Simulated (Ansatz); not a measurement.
`[Cl][Al]([Cl])[Br]` + H₂Se → `[Cl][Al]([Cl])[SeH]` + HBr at 600 K and 1 bar (ligand exchange at the Al–Br bond).

Isolated molecules relaxed with PBE0-D4/def2-TZVP in Ansatz; ΔE leaves out vibrations. CCSD(T)/CBS is the MP2 limit (def2-TZVPP, def2-QZVPP) plus CCSD(T) − MP2 in def2-TZVPP, frozen cores. For Br, Se outer-core shells are correlated without core-valence functions, which leaves a few kJ/mol of doubt a bond. Scalar relativity is left out up to krypton. One conformer a species, not always the lowest.

| species | CCSD(T)/CBS energy (Eh) | H − E (kJ/mol) | S (J/(mol·K)) |
| --- | --- | --- | --- |
| `[Cl][Al]([Cl])[Br]` | -3735.10209 | 51.9 | 388.2 |
| H₂Se | -2401.89790 | 57.0 | 244.8 |
| `[Cl][Al]([Cl])[SeH]` | -3563.06769 | 77.4 | 416.0 |
| HBr | -2573.91920 | 33.5 | 219.1 |

H − E and S are ideal-gas, rigid-rotor, harmonic terms from PBE0-D4/def2-TZVP, for one conformer and one mirror image of each species. 1 Eh = 2625.50 kJ/mol, R = 8.31446 J/(mol·K).

By hand: ΔE, ΔH, ΔS and ΔG.

ΔE = (-3563.06769) + (-2573.91920) − (-3735.10209) − (-2401.89790) = 0.01310 Eh = 34.4 kJ/mol. Δ(H − E) = 77.4 + 33.5 − 51.9 − 57.0 = 2.0, so ΔH = 36.4 kJ/mol. ΔS = 416.0 + 219.1 − 388.2 − 244.8 = 2.1 J/(mol·K). ΔG = 36.4 − 600 × (2.1)/1000 = 35.1 kJ/mol.

By hand: the equilibrium constant, and the temperature at which ΔG would vanish if ΔH and ΔS stayed fixed.

log₁₀ K = −ΔG/(RT ln 10) = -3.1. ΔG = 0 at ΔH/ΔS = 17333 K, far beyond where these terms or the molecules hold.

The number of gas molecules stays the same, so ΔS is small and ΔH decides. A doubt of 5 kJ/mol in ΔE shifts log₁₀ K by 0.4 here. Other conformers and mirror images would add mixing entropy, several J/(mol·K) or more a flexible species. These are equilibria of isolated gas molecules and say nothing of rates. Largest T1 diagnostic: 0.009 (customary marks: 0.02 for closed shells, 0.045 for open ones).
